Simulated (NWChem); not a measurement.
System: CH4GeS, singlet; SMILES [CH3][Ge][SH]

Here is an NWChem input.

```
start job
memory heap 200 mb stack 900 mb global 1100 mb
geometry units angstroms noautosym nocenter noautoz
  Ge    -0.467849    -0.487052     0.237041
  C      1.372369    -1.290546     0.019440
  H      1.769641    -1.483092     1.025868
  H      2.086400    -0.664528    -0.522691
  H      1.282907    -2.261027    -0.482547
  S      0.194322     1.636704    -0.188657
  H     -1.010833     2.224038    -0.015440
end
basis spherical
  * library def2-tzvp
end
dft
  xc b3lyp
  iterations 150
end
property
  efieldgrad
end
task dft property
```

Parts of the log:

```
             Northwest Computational Chemistry Package (NWChem) 7.3.0
             --------------------------------------------------------

                             Geometry "geometry" -> ""
                             -------------------------

 Output coordinates in angstroms (scale by  1.889725989 to convert to a.u.)

  No.       Tag          Charge          X              Y              Z
 ---- ---------------- ---------- -------------- -------------- --------------
    1 Ge                  32.0000    -0.46784900    -0.48705200     0.23704100
    2 C                    6.0000     1.37236900    -1.29054600     0.01944000
    3 H                    1.0000     1.76964100    -1.48309200     1.02586800
    4 H                    1.0000     2.08640000    -0.66452800    -0.52269100
    5 H                    1.0000     1.28290700    -2.26102700    -0.48254700
    6 S                   16.0000     0.19432200     1.63670400    -0.18865700
    7 H                    1.0000    -1.01083300     2.22403800    -0.01544000

 Effective nuclear repulsion energy (a.u.)     235.6718225206

                              NWChem Property Module
                              ----------------------

  itol2e modified to match energy
  convergence criterion.

                                 NWChem DFT Module
                                 -----------------

 Summary of "ao basis" -> "ao basis" (spherical)
 ------------------------------------------------------------------------------
       Tag                 Description            Shells   Functions and Types
 ---------------- ------------------------------  ------  ---------------------
 Ge                        def2-tzvp                16       48   6s5p4d1f
 C                         def2-tzvp                11       31   5s3p2d1f
 H                         def2-tzvp                 4        6   3s1p
 S                         def2-tzvp                13       37   5s5p2d1f

  itol2e modified to match energy
  convergence criterion.

[...]

          -----------------------
          Electric field gradient
          -----------------------

 1 a.u. = 0.324123 10**(16) esu/cm**3  ( or statvolts/cm**2 ) = 0.97174 10**(22) v/m**2

 ------------------------------------------------------------
   Atom      X         Y         Z
 ------------------------------------------------------------
    1 Ge  -0.88411  -0.92039   0.44794
 ------------------------------------------------------------

 Electric field gradient in molecular frame (a.u.)
         XX             YY             ZZ             XY             XZ             YZ
 ------------------------------------------------------------------------------------------
        3.231870       0.292747      -3.524617      -0.148121      -1.367030      -0.545347

 Principal components (a.u.) and orientation
 of principal axis w.r.t. absolute frame                      Asymmetry parameter eta
 --------------------------------------------------------------------------------------
       -3.867090       3.498515       0.368575                       0.809379

        0.190082       0.981684      -0.012853
        0.134267      -0.013025       0.990860
        0.972544      -0.190070      -0.134284

 ------------------------------------------------------------
   Atom      X         Y         Z
 ------------------------------------------------------------
    2 C    2.59340  -2.43878   0.03674
 ------------------------------------------------------------

 Electric field gradient in molecular frame (a.u.)
         XX             YY             ZZ             XY             XZ             YZ
 ------------------------------------------------------------------------------------------
        0.031140       0.013153      -0.044292      -0.019388      -0.013654      -0.011703

 Principal components (a.u.) and orientation
 of principal axis w.r.t. absolute frame                      Asymmetry parameter eta
 --------------------------------------------------------------------------------------
       -0.050373       0.043853       0.006521                       0.741108

        0.215667       0.854603       0.472378
        0.240178      -0.515327       0.822650
        0.946468      -0.063963      -0.316396

 ------------------------------------------------------------
   Atom      X         Y         Z
 ------------------------------------------------------------
    3 H    3.34414  -2.80264   1.93861
 ------------------------------------------------------------

 Electric field gradient in molecular frame (a.u.)
         XX             YY             ZZ             XY             XZ             YZ
 ------------------------------------------------------------------------------------------
        0.092261       0.131061      -0.223322       0.023132      -0.140457       0.069017

 Principal components (a.u.) and orientation
 of principal axis w.r.t. absolute frame                      Asymmetry parameter eta
 --------------------------------------------------------------------------------------
       -0.289362       0.147750       0.141612                       0.021214

        0.349428       0.729978       0.587394
       -0.170470      -0.566919       0.805942
        0.921325      -0.381752      -0.073658

 ------------------------------------------------------------
   Atom      X         Y         Z
 ------------------------------------------------------------
    4 H    3.94272  -1.25578  -0.98774
 ------------------------------------------------------------

[...]
```

Level: B3LYP/def2-TZVP. Low-valent species are run as closed-shell singlets; no triplet was tried in these runs. Geometry: optimised at B3LYP/6-31G* (spherical d). NWChem prints the field gradient with the sign opposite to the second derivative of the potential.
